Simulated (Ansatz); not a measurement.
CH₃Cl₂InSe, SMILES `C[Se][In]([Cl])[Cl]`. The species carries charge 0 and has multiplicity 1. In takes the def2 core potential. The structure was optimised at the PBE0-D4/def2-TZVP level. It is one conformer, not always the lowest.

```xyz
8

C    -0.611    0.474    1.366
Se    0.377   -1.171    0.947
In    0.766   -0.718   -1.446
Cl   -0.068    1.243   -2.367
Cl    1.908   -2.104   -2.895
H    -0.916    0.366    2.405
H    -1.489    0.567    0.733
H     0.032    1.343    1.258
```

Task: What is the dipole moment at B3LYP/def2-TZVPP? (Best estimate.)

Result: Computed: 3.03 D, with components (-1.03, 0.57, 2.79) D in this frame, pointing from negative to positive charge.

Task: And with PBE, r2SCAN, ωB97M-V? (An estimate is asked.)

Result: The calculation gave: PBE 3.02 D, r2SCAN 3.07 D, ωB97M-V 2.86 D.

Task: Give the Mulliken charges with B3LYP, PBE, ωB97M-V in def2-TZVPP. (Estimate.)

Result: Computed: 
```csv
atom,B3LYP,PBE,ωB97M-V
C1,-0.36,-0.35,-0.42
Se2,-0.15,-0.16,-0.14
In3,0.79,0.74,0.72
Cl4,-0.36,-0.34,-0.33
Cl5,-0.34,-0.32,-0.32
H6,0.14,0.14,0.15
H7,0.15,0.15,0.16
H8,0.15,0.15,0.16
```

B3LYP here is the variant with VWN-RPA as its local correlation; programs differ in this.
